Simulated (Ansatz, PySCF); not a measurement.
Ways to break one bond of C[SiH](C)[SiH3]:

A. C[SiH](C)[SiH3] → C[SiH](C)[SiH2] + H atom
B. C[SiH](C)[SiH3] -> [CH2][SiH](C)[SiH3] + H atom
C. C[SiH](C)[SiH3] -> C[SiH][SiH3] + [CH3] (CH3)
D. C[SiH](C)[SiH3] → [SiH3] (SiH3) + C[SiH]C

Quantity: bond dissociation energy (enthalpy at 298 K, with B3LYP-D3(BJ) rigid-rotor harmonic-oscillator terms), kcal/mol. Structures are relaxed separately at B3LYP-D3(BJ)/def2-TZVP in Ansatz (a quantum-chemistry and plane-wave program), one conformer each, not searched for the lowest. Frequencies are from Ansatz or PySCF. Cores are frozen in the correlated levels unless marked. UHF or UKS for open shells. No spin-orbit coupling. Non-relativistic. Basis-set limits of correlation are two-point, X^-3; Hartree-Fock from the larger set.

```tsv
	HSE06-D3(BJ)/def2-TZVPD (Ansatz + dftd3)	MP2/cc-pV(Q+d)Z (Ansatz)	RI-MP2/aug-cc-pV(Q+d)Z (Ansatz)	CCSD(T)/CBS(cc-pV(T+d)Z,cc-pV(Q+d)Z) (Ansatz)
A	83.9	86.1	86.2	[?]
B	96.9	100.5	100.6	[?]
C	83.8	89.6	89.9	[?]
D	75.0	77.2	77.5	[?]
```

Complete the blanks.


- A, CCSD(T)/CBS(cc-pV(T+d)Z,cc-pV(Q+d)Z) (Ansatz): 88.7
- B, CCSD(T)/CBS(cc-pV(T+d)Z,cc-pV(Q+d)Z) (Ansatz): 100.6
- C, CCSD(T)/CBS(cc-pV(T+d)Z,cc-pV(Q+d)Z) (Ansatz): 87.2
- D, CCSD(T)/CBS(cc-pV(T+d)Z,cc-pV(Q+d)Z) (Ansatz): 78.0
